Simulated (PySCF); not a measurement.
Species: BrH4PSi.
Geometry (PBE0-D3(BJ)/def2-SVP, Å), atoms numbered from 1 in this order:
```
atom  x, y, z in Å
P1     0.8838   -0.5514   -0.9485
Si2   -1.1615    0.0566   -0.2147
Br3   -2.6205   -1.4736   -0.9177
H4     1.0152   -1.5799    0.0331
H5     1.5304    0.4323   -0.1340
H6    -1.5238    1.3670   -0.8255
H7    -1.2863    0.1443    1.2685
```

Computed with PySCF, PBE0-D3(BJ)/def2-SVP geometry optimisation, gas phase.

Masses are those of the commonest isotopes; rigid-rotor values at the optimised geometry. The values belong to one conformer with, in the numbering `[PH2:1][SiH2:2][Br:3]`, H–P1–Si2–Br3 -76° and -169°.

Q: What are A, B and C (GHz)?

A: Ia = 49.67, Ib = 329.53, Ic = 369.42 u·Å²; 505379 MHz·u·Å²/I gives 10176, 1534 and 1368 MHz, that is A = 10.176, B = 1.5336, C = 1.3680 GHz.

Q: Classify the top.

A: A near-prolate asymmetric top: κ = (2 × 1534 − 10176 − 1368)/(10176 − 1368) = -0.96.

Q: What does the inertial defect say?

A: Not planar: Δ = Ic − Ia − Ib = -9.78 u·Å². For a rigid frame Δ = −2 Σ m c², so Σ m c² = 4.89 u·Å² lies off the ab plane: 4.80 from hydrogen and 0.09 from heavier atoms. The atom farthest from that plane is 1.32 Å away.

Q: Give the other two planar moments, Paa and Pbb, and the rms extents of the mass along the axes.

A: Paa = Σ m a² = (Ib + Ic − Ia)/2 = 324.64 and Pbb = Σ m b² = (Ia + Ic − Ib)/2 = 44.78 u·Å². With the mass M = 141.90 u, the rms extents √(P/M) along a, b and c are 1.51, 0.56, 0.19 Å.

Q: Predict some low-J microwave lines.

A: The dipole components are |μa| = 1.34 D, |μb| = 1.04 D, |μc| = 0.68 D. Intensities carry the squares of the components, which stand as 1.00 : 0.61 : 0.26 (a : b : c). Some lines, for components of 0.1 D or more:

```csv
type,branch,"J(Ka,Kc)",MHz,lower level (cm⁻¹)
a,Q,"2(1,1) ← 2(1,2)",497,0.573
a,R,"1(0,1) ← 0(0,0)",2902,0.000
a,R,"2(1,2) ← 1(1,1)",5638,0.385
a,R,"2(0,2) ← 1(0,1)",5801,0.097
a,R,"2(1,1) ← 1(1,0)",5969,0.391
c,Q,"2(1,2) ← 2(0,2)",8479,0.290
c,Q,"1(1,1) ← 1(0,1)",8642,0.097
b,Q,"1(1,0) ← 1(0,1)",8808,0.097
b,Q,"2(1,1) ← 2(0,2)",8975,0.290
b,R,"1(1,1) ← 0(0,0)",11544,0.000
c,R,"1(1,0) ← 0(0,0)",11709,0.000
b,R,"2(1,2) ← 1(0,1)",14280,0.097
c,R,"2(1,1) ← 1(0,1)",14776,0.097
c,Q,"2(2,1) ← 2(1,1)",25926,0.590
b,Q,"2(2,0) ← 2(1,1)",25928,0.590
b,Q,"2(2,1) ← 2(1,2)",26423,0.573
b,R,"2(2,1) ← 1(1,0)",31895,0.391
c,R,"2(2,0) ← 1(1,0)",31897,0.391
c,R,"2(2,1) ← 1(1,1)",32060,0.385
b,R,"2(2,0) ← 1(1,1)",32063,0.385
```

No frequency check. These are rigid-rotor constants of the computed structure; measured ground-state constants (B0) also hold zero-point vibration. Quadrupole hyperfine structure (79Br) is left out.

The run took 9.6 s on an Arm Neoverse V2 with one thread, shared host with 192 logical CPUs at a one-minute load of 118, and the process peaked at 0.36 GiB of memory. These figures are those of the optimisation.
